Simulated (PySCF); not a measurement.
Job file and geometry (Å, from GFN2-xTB) of an NMR shielding run on SMILES CC(=O)/C(C)=C\OB(N)N, C₅H₁₁BN₂O₂, PySCF, GIAO PBE0/pcSseg-1 NMR shielding, non-relativistic, gas phase; density fitting, a coarse starting grid and PySCF grid level 2 are the driver's defaults:

```
$ OMP_NUM_THREADS=1 python probes_run.py task.json out

{"job": {"kind": "nmr", "xc": "PBE0", "basis": "pcSseg-1"}, "charge": 0, "multiplicity": 1}
C     -1.662797     1.459714     0.883946
C     -2.228574     0.235157     0.210510
O     -3.424413     0.012359     0.211651
C     -1.289178    -0.686588    -0.451166
C     -1.941702    -1.861109    -1.125404
C      0.050455    -0.560973    -0.480846
O      0.752892     0.436726     0.054568
B      2.135095     0.446073     0.221819
N      2.684810     1.695885     0.555083
N      2.938353    -0.704095     0.091798
H     -0.957843     1.166200     1.657937
H     -2.475691     2.036117     1.319928
H     -1.124300     2.065402     0.159393
H     -1.207246    -2.510289    -1.594226
H     -2.513790    -2.431335    -0.395351
H     -2.644651    -1.510261    -1.879126
H      0.624053    -1.323485    -1.007421
H      3.656368     1.852353     0.742096
H      2.114503     2.515477     0.642467
H      3.929131    -0.689518     0.241215
H      2.575605    -1.626865    -0.059343
```

Problem. What does the program print?

Solution. 
```
coarse grid: 17632 points
cycle   1  E = -481.1800660721  dE =  1.574e+00  |g| = 1.036e+00  |ddm| = 4.129e+00
cycle   2  E = -480.7170185205  dE =  4.630e-01  |g| = 1.841e+00  |ddm| = 3.621e+00
cycle   3  E = -481.3736150740  dE = -6.566e-01  |g| = 3.400e-01  |ddm| = 3.026e+00
cycle   4  E = -481.3970701438  dE = -2.346e-02  |g| = 8.277e-02  |ddm| = 3.844e-01
cycle   5  E = -481.3980137401  dE = -9.436e-04  |g| = 3.733e-02  |ddm| = 8.946e-02
cycle   6  E = -481.3982708753  dE = -2.571e-04  |g| = 9.884e-03  |ddm| = 3.233e-02
cycle   7  E = -481.3982903662  dE = -1.949e-05  |g| = 3.434e-03  |ddm| = 1.048e-02
cycle   8  E = -481.3982927400  dE = -2.374e-06  |g| = 1.086e-03  |ddm| = 3.406e-03
final grid: 170744 points
cycle   9  E = -481.4699553528  dE = -2.983e-05  |g| = 1.549e-02  |ddm| = 3.869e-02
cycle  10  E = -481.4698626136  dE =  9.274e-05  |g| = 2.701e-02  |ddm| = 3.648e-02
cycle  11  E = -481.4700001619  dE = -1.375e-04  |g| = 3.896e-03  |ddm| = 2.769e-02
cycle  12  E = -481.4700029912  dE = -2.829e-06  |g| = 4.785e-04  |ddm| = 3.669e-03
cycle  13  E = -481.4700030282  dE = -3.705e-08  |g| = 2.201e-04  |ddm| = 4.926e-04
cycle  14  E = -481.4700030367  dE = -8.528e-09  |g| = 7.237e-05  |ddm| = 2.428e-04
cycle  15  E = -481.4700030379  dE = -1.175e-09  |g| = 1.859e-05  |ddm| = 8.202e-05
cycle  16  E = -481.4700030380  dE = -8.106e-11  |g| = 6.917e-06  |ddm| = 2.116e-05
converged SCF energy = -481.4700030380

GIAO shielding tensors (ppm)
atom      isotropic    diamagn.    paramagn.     s11        s22        s33       span
  0 C      150.829     253.138    -102.309    134.078    138.240    180.168     46.090
  1 C      -12.860     247.734    -260.595    -97.660    -44.349    103.428    201.087
  2 O     -319.562     394.736    -714.298   -917.374   -370.238    328.926   1246.300
  3 C       63.741     265.002    -201.260    -21.258     69.956    142.527    163.785
  4 C      168.921     244.260     -75.340    160.096    163.011    183.656     23.560
  5 C       32.843     256.326    -223.483    -62.463     61.381     99.611    162.074
  6 O      161.034     402.693    -241.658     63.431    102.486    317.187    253.756
  7 B       80.195     195.167    -114.973     53.938     89.540     97.106     43.168
  8 N      217.541     317.462     -99.920    186.436    205.796    260.391     73.955
  9 N      224.559     318.389     -93.830    195.072    223.624    254.982     59.910
 10 H       28.996      33.062      -4.066     25.143     30.684     31.161      6.018
 11 H       29.525      29.369       0.155     25.708     28.225     34.641      8.933
 12 H       29.020      32.816      -3.796     25.343     30.438     31.279      5.936
 13 H       30.720      30.499       0.221     26.470     30.428     35.262      8.791
 14 H       29.616      29.053       0.563     25.867     27.219     35.761      9.894
 15 H       29.664      28.654       1.010     25.838     27.269     35.885     10.047
 16 H       24.550      35.521     -10.971     19.926     22.095     31.628     11.702
 17 H       29.987      29.567       0.420     23.339     27.360     39.262     15.923
 18 H       29.622      32.879      -3.257     22.793     27.514     38.559     15.767
 19 H       29.919      29.827       0.092     23.318     27.217     39.223     15.905
 20 H       29.781      33.716      -3.935     22.455     28.050     38.839     16.384
```

Size and cost of the density-fitted run: 225 basis functions, 45 s wall time on 1 thread of an Arm Neoverse V2, shared host; peak memory 0.93 GiB.
